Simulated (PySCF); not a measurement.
Isomers of C4H8O4Si, one GFN2-xTB conformer each. Single-point energies are computed at PBE0/pcSseg-1 (PySCF, gas phase, no added dispersion term), electronic only.

Question: Rank them by PBE0/pcSseg-1 energy, lowest first (kcal/mol).
A. `[CH3:1][CH2:2][O:3][C:4](=[O:5])[C:6](=[O:7])[O:8][SiH3:9]` with C1–C2–O3–C4 -83°, C2–O3–C4–O5 -1°, O3–C4–C6–O7 7°, C4–C6–O8–Si9 -178°
B. `[CH3:1][C:2](=[O:3])[O:4][SiH2:5][O:6][C:7]([CH3:8])=[O:9]` with C1–C2–O4–Si5 180°, C2–O4–Si5–O6 180°, O4–Si5–O6–C7 180°, Si5–O6–C7–C8 180°

Answer: B (0.0), A (47.0).

GFN2-xTB itself gives, in the same order: 0.0, 47.0. Both levels put the same isomer lowest.

Question: Which frontier levels, dipoles and rotational constants go with these structures?

Answer: 
```csv
SMILES,"HOMO (eV, PBE0/pcSseg-1)",LUMO (eV),dipole (D),"A, B, C (MHz)"
CC(=O)O[SiH2]OC(C)=O,-8.32,-0.20,3.71,"4339, 613.3, 544.5"
CCOC(=O)C(=O)O[SiH3],-7.93,-1.71,0.54,"4120, 622.2, 574.6"
```
